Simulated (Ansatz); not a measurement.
Reaction (formal exchange of groups at a C–C bond): `CC(C)CCl` + `O[SiH2][SiH3]` → `C[SiH2][SiH2]O` + `CCCCl`

Gas-phase electronic energies from Ansatz, PBE0-D4/def2-TZVP geometries. CCSD(T)/CBS adds triple-zeta CCSD(T) − MP2 to the extrapolated MP2 energy (def2 sets, frozen cores). Functionals use def2-TZVPP. B3LYP here is the variant with VWN-RPA as its local correlation; programs differ in this. One conformer a species, not always the lowest.

```
             level  ΔE (kJ/mol)
           BLYP-D4        -35.3
             B3LYP        -37.4
         CAM-B3LYP        -34.3
SCS-MP2/def2-TZVPP        -29.8
```

Task: What does CCSD(T)/CBS give? (An estimate is asked.)

Result: Ansatz gave: -31.5 kJ/mol. The listed levels differ from it by -3.8, -5.9, -2.8, 1.7 kJ/mol.

Largest T1 diagnostic among the species: 0.012.

Leaving LDA and LC-ωPBE aside and taking each functional with its dispersion term where it has one, the values, not all of them listed here, spread over 3.9 kJ/mol, from PBE-D4 to ωB97X-V. LDA lies +8.7 kJ/mol from PBE without D4. At CCSD(T), def2-SVP lies +12.6 kJ/mol from the extrapolated value and def2-TZVPP +2.0 kJ/mol.
